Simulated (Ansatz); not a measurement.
One geometry of MnO3Br (MnBrO₃), several levels of theory.

```yaml
crystal:
  periodic: [false, false, false]
  atoms:
    - {symbol: Mn, position_ang: [0.084279, 0.146009, 0.060728]}
    - {symbol: O, position_ang: [0.064687, 0.079406, 1.592912]}
    - {symbol: O, position_ang: [1.516368, 0.106584, -0.486971]}
    - {symbol: O, position_ang: [-0.685128, 1.366207, -0.460364]}
    - {symbol: Br, position_ang: [-0.980206, -1.698205, -0.706314]}
basis:
  gaussian: {orbitals: def2-TZVP, initial_orbitals: start.molden}
hamiltonian: {xc: {name: revPBE}, dispersion: d4}
scf: {omitted_lower_state_checks: [starts]}
output: {orbitals: {seedname: orbitals}}
```

The file start.molden holds the orbitals of an earlier run on this structure, at another level or in another basis.

```sh
$ ansatz run in.yaml --threads 4 --pin off --events-out ev --progress --plain --max-ram 3916MiB
```

It prints (some lines left out):

```
Functional definition: revPBE
1271 factors; their error is unknown
mean field evaluation 1: about -107501.1944 eV, gradient 1.4e1 eV
mean field evaluation 2: about -107501.3656 eV, gradient 3.5e-1 eV
mean field evaluation 4: about -107501.3405 eV, gradient 9.0e-2 eV
mean field -107501.34045958 eV, -3950.6013948639 hartree, gradient 1.6e-5 eV, S^2 0.000000; 0 other end points of the search recorded, 0 dependent functions left out
reference -107501.34050609 eV, -3950.6013965730 hartree; 42, 42 occupied and 144, 144 virtual orbitals, 1271 factors
Total energy: -107501.79107926 eV, -3950.6179548315 hartree
Checks for a lower state left out: starts
```

Run time 1.9 s (4 threads of Arm Neoverse V1 on a shared host).

As the first input, with `gaussian: {orbitals: def2-TZVPD, initial_orbitals: start.molden}`, `hamiltonian: {xc: pbe0, dispersion: d4}` (abridged; 5.5 s):

```
Functional definition: PBE0
mean field -107488.00021413 eV, -3950.1111498858 hartree, gradient 2.5e-5 eV, S^2 0.000000
Total energy: -107488.13863011 eV, -3950.1162365795 hartree
Checks for a lower state left out: starts
```

First input, but with `hamiltonian: {xc: {name: BHLYP}, dispersion: d4}` (abridged; 4.2 s):

```
Functional definition: BHLYP
mean field -107500.32994783 eV, -3950.5642592421 hartree, gradient 2.2e-5 eV, S^2 0.000000
Total energy: -107500.56018007 eV, -3950.5727201208 hartree
Checks for a lower state left out: starts
```

The first input with `gaussian: {orbitals: 6-31G}`, `hamiltonian: {xc: hf}` (abridged; 1.1 s):

```
Functional definition: HF
mean field evaluation 16: about -107368.4001 eV, gradient 6.5e-1 eV
mean field -107368.40333295 eV, -3945.7160455682 hartree, gradient 2.4e-5 eV, S^2 0.000000
Total energy: -107368.40333295 eV, -3945.7160455682 hartree
Checks for a lower state left out: starts
```

As the first input, with `hamiltonian: {xc: pbe0, dispersion: d4}` (abridged; 3.6 s):

```
Functional definition: PBE0
mean field -107487.91973192 eV, -3950.1081922194 hartree, gradient 2.1e-5 eV, S^2 0.000000
Total energy: -107488.05811595 eV, -3950.1132777385 hartree
Checks for a lower state left out: starts
```

The first input with `hamiltonian: {xc: r2scan, dispersion: d4}` (abridged; 4.5 s):

```
Functional definition: r2SCAN
mean field -107507.25412098 eV, -3950.8187179120 hartree, gradient 1.3e-5 eV, S^2 0.000000
Total energy: -107507.28950891 eV, -3950.8200183945 hartree
Checks for a lower state left out: starts
```

First input, but with `gaussian: {orbitals: def2-TZVPD, initial_orbitals: start.molden}`, `hamiltonian: {xc: r2scan, dispersion: d4}` (abridged; 6.5 s):

```
Functional definition: r2SCAN
mean field -107507.33041188 eV, -3950.8215215508 hartree, gradient 1.6e-5 eV, S^2 0.000000
Total energy: -107507.36581867 eV, -3950.8228227263 hartree
Checks for a lower state left out: starts
```

Geometry: PBE0-D4/def2-SVP.

The 6-31G sets use Cartesian d functions. The restricted singlet is unstable towards broken spin symmetry in Hartree–Fock (as tested in another run); at revPBE-D4/def2-TZVP, PBE0-D4/def2-TZVPD, BHLYP-D4/def2-TZVP, HF/6-31G and others this wasn't settled.
